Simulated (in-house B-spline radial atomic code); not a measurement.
Configurations of the praseodymium ion Pr⁺, with energies counted from [Xe] 4f3 6s1. Computed with an all-electron radial atomic-structure program (B-spline basis): scalar-relativistic (X2C) B3LYP, spin-polarised, spherical fractional occupations, Fermi nucleus of rms radius 4.8919 fm. Shells without spins written out take the highest spin.

Caution: exact exchange at fractional occupations of open shells leaves self-interaction of up to several eV.

Occupations are held fixed; configurations that lie above the ionisation limit could autoionise.

```
                                                                   configuration  E - E(ref) (eV)  highest orbital  its <r> (bohr)
                                                       [Xe] 4f(2 up, 0 down) 6s2           1.8614          6s down           3.818
                                          [Xe] 4f(1 up, 2 down) 6s(0 up, 1 down)           2.4506            4f up           1.244
                                                                    [Xe] 4f3 7s1           5.5796            7s up           8.096
                         [Xe] 4f(1 up, 1 down) 5f(1 up, 0 down) 6s(0 up, 1 down)           11.893            5f up           8.209
                                                   [Kr] 4d10 4f3 5s2 5p5 6s1 7p1           28.314            7p up           9.284
                                                        [Kr] 4d9 4f3 5s2 5p6 6s2           114.23          6s down           3.818
[Kr] 4d(4 up, 5 down) 4f(1 up, 2 down) 5s2 5p6 6s(1 up, 0 down) 7f(1 up, 0 down)            128.6            7f up              21
```

(1) Order these further configurations by energy, lowest first.
A. [Xe] 4f3 7p1
B. [Kr] 4d10 4f3 5s2 5p5 6s2
C. [Kr] 4d(5 up, 4 down) 4f(0 up, 4 down) 5s2 5p6 6s(1 up, 0 down)
D. [Xe] 4f2 6s1 6p1
E. [Kr] 4d9 4f3 5s2 5p6 6s1 6d1

(2) How far above the reference does [Xe] 4f2 6s1 7p1 lie?

(3) How far above the reference does [Xe] 4f2 6s1 7s1 lie?

(4) How far above the reference does [Kr] 4d9 4f3 5s2 5p6 6s1 7f1 lie?

Results:

(1) D (5.0219 eV), A (6.7412 eV), B (20.776 eV), C (113.75 eV), E (121.49 eV).

(2) 9.5988 eV; its least bound orbital is 7p up with <r> = 9.248 bohr.

(3) 8.3842 eV; its least bound orbital is 7s up with <r> = 7.702 bohr.

(4) 124.56 eV; its least bound orbital is 7f up with <r> = 20.91 bohr.
